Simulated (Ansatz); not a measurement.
H3S (SMILES [SH3+]), charge +1, singlet, geometry from GFN2-xTB; MP2/STO-3G (Ansatz, a program for electronic structure).

Input for Ansatz:
Ansatz 0.2 input:
```yaml
crystal:
  periodic: [false, false, false]
  atoms:
    - {symbol: S, position_ang: [0.10558214, -0.00190789, 0.04613646]}
    - {symbol: H, position_ang: [-0.31822157, 0.99705449, -0.76565970]}
    - {symbol: H, position_ang: [-0.35082551, -0.98045104, -0.77282250]}
    - {symbol: H, position_ang: [-1.02026722, 0.01392277, 0.80029891]}
basis:
  gaussian:
    orbitals: STO-3G
total_charge: 1
magnetization: {spin_polarized: false}
correlation: {method: mp2}
```

What the program printed (banner, timings and long lists left out):

```
Functional definition: HF
131 factors; integrals over basis functions are off by at most 1.6e-5 eV
mean field evaluation 1: about -10739.0770 eV, gradient 8.5e0 eV
mean field evaluation 2: about -10739.0903 eV, gradient 8.5e0 eV
mean field evaluation 4: about -10739.4067 eV, gradient 2.2e-1 eV
mean field evaluation 8: about -10739.4069 eV, gradient 3.5e-6 eV
mean field -10739.40685144 eV, -394.6659223591 hartree, gradient 3.5e-6 eV, S^2 0.000000; 0 other end points of the search recorded, 0 dependent functions left out
5 core orbitals not correlated
reference -10739.40685144 eV, -394.6659223591 hartree; 4, 4 occupied and 3, 3 virtual orbitals, 131 factors
second order -1.15294088 eV of doubles, -0.00000000 eV of singles
Total energy: -10740.55979232 eV, -394.7082921550 hartree
```
